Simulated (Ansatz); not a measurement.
Consider the atomization: `NC([SiH3])=S` → C• + 5 H• + N• + S• + Si•.

Gas-phase electronic energies from Ansatz, PBE0-D4/def2-TZVP geometries. CCSD(T)/CBS adds triple-zeta CCSD(T) − MP2 to the extrapolated MP2 energy (def2 sets, frozen cores). This one scheme is used for every species, atoms too. DFT in def2-TZVPP. B3LYP here is the variant with VWN-RPA as its local correlation; programs differ in this. HSE06 is defined as in plane-wave codes. No spin–orbit coupling; open shells (•) take unrestricted orbitals. Spin–orbit coupling would lower the free atoms: a little for C, S, Si. Each species was taken in one conformer, which may not be the lowest.

`NC([SiH3])=S`:

Z-matrix (Å, degrees):
```
Si
C 1 1.892
H 1 1.480 2 108.6
H 1 1.480 2 108.6 3 -121.1
H 1 1.495 2 110.0 3 119.4
S 2 1.643 1 116.2 3 60.7
N 2 1.335 1 119.7 3 -119.3
H 7 1.010 2 119.5 1 180.0
H 7 1.006 2 121.8 1 -0.0
```

```
             level  ΔE (eV)  difference from CCSD(T)/CBS
       LDA (SPW92)    36.32                         4.91
            PBE-D4    32.23                         0.82
         revPBE-D4    31.49                         0.08
           BLYP-D4    31.67                         0.26
         r2SCAN-D4    31.54                         0.13
            B97M-V    31.65                         0.24
           PBE0-D4    31.50                         0.09
          B3LYP-D4    31.59                         0.18
        r2SCANh-D4    31.28                        -0.13
        r2SCAN0-D4    30.93                        -0.48
          HSE06-D4    31.53                         0.12
          BHLYP-D4    30.51                        -0.90
      CAM-B3LYP-D4    31.56                         0.15
           ωB97X-V    31.66                         0.25
           ωB97M-V    31.63                         0.22
            B2PLYP    31.10                        -0.31
            revPBE    30.86                        -0.55
              BLYP    31.21                        -0.20
            r2SCAN    31.49                         0.08
              PBE0    31.32                        -0.09
             B3LYP    31.25                        -0.16
           r2SCANh    31.23                        -0.18
           r2SCAN0    30.87                        -0.54
             HSE06    31.36                        -0.05
             BHLYP    30.24                        -1.17
         CAM-B3LYP    31.38                        -0.03
       HF/def2-SVP    21.61                        -9.80
      MP2/def2-SVP    29.34                        -2.07
     CCSD/def2-SVP    28.68                        -2.73
  CCSD(T)/def2-SVP    29.14                        -2.27
     HF/def2-TZVPP    21.67                        -9.74
    MP2/def2-TZVPP    30.77                        -0.64
SCS-MP2/def2-TZVPP    30.81                        -0.60
   CCSD/def2-TZVPP    29.78                        -1.63
CCSD(T)/def2-TZVPP    30.38                        -1.03
     HF/def2-QZVPP    21.73                        -9.68
    MP2/def2-QZVPP    31.38                        -0.03
SCS-MP2/def2-QZVPP    31.51                         0.10
      HF/CBS(def2)    21.74                        -9.67
     MP2/CBS(def2)    31.79                         0.38
       CCSD(T)/CBS    31.41                            0
```

Largest T1 diagnostic among the species: 0.018.

Leaving LDA and LC-ωPBE aside and taking each functional with its dispersion term where it has one, the values spread over 1.72 eV, from BHLYP-D4 to PBE-D4. LDA lies +4.31 eV from PBE without D4, its usual overbinding. From r2SCAN to r2SCAN0 (25 % exact exchange), in def2-TZVPP and without D4, ΔE moves by −0.62 eV: exact exchange takes away binding that semilocal exchange gives to molecules. The D4 term adds +0.34 eV with B3LYP and +0.18 eV with PBE0; it sums over pairs of atoms, weighted by their polarisabilities, and B3LYP, whose exchange is more repulsive, gets the larger term.

For atomizations the MP2-based limit and the directly extrapolated one differ by several kJ/mol either way, and by 10 to 25 for some Ge, Se and Sn compounds, so smaller differences from it don't rank the levels.
